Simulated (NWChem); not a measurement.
Species: C$_{3}$HF$_{3}$; SMILES FC=C=C(F)F

```xyz
7

F      0.4412    -2.5779     0.0000
C     -0.4981    -1.6160     0.0000
C     -0.2267    -0.3281     0.0000
C     -0.0146     0.9696     0.0000
F      0.1082     1.7241     1.0857
F      0.1082     1.7241    -1.0857
H     -1.5183    -2.0434     0.0000
```
Atoms are numbered in this order, from 1.

All runs: NWChem. Pople sets run with spherical d functions. STO-3G and 3-21G are far too small for this property and stand as cheap habits. Coordinates come from a PBE-D3(BJ)/def2-SVP optimisation. Field at 589 nm.

```json
[
 {"level": "B3LYP/STO-3G", "isotropic polarisability (bohr³)": "22.0", "anisotropy (bohr³)": "37.5"},
 {"level": "B3LYP/6-31G*", "isotropic polarisability (bohr³)": "(withheld)", "anisotropy (bohr³)": "(withheld)"},
 {"level": "B3LYP/def2-SVP", "isotropic polarisability (bohr³)": "34.3", "anisotropy (bohr³)": "40.7"},
 {"level": "B3LYP/def2-SVPD", "isotropic polarisability (bohr³)": "44.4", "anisotropy (bohr³)": "39.8"},
 {"level": "B3LYP/aug-cc-pVDZ", "isotropic polarisability (bohr³)": "44.8", "anisotropy (bohr³)": "40.0"}
]
```

### Question
Fill in the missing entries.

### Answer

- B3LYP/6-31G*, isotropic polarisability (bohr³): 33.9
- B3LYP/6-31G*, anisotropy (bohr³): 42.1
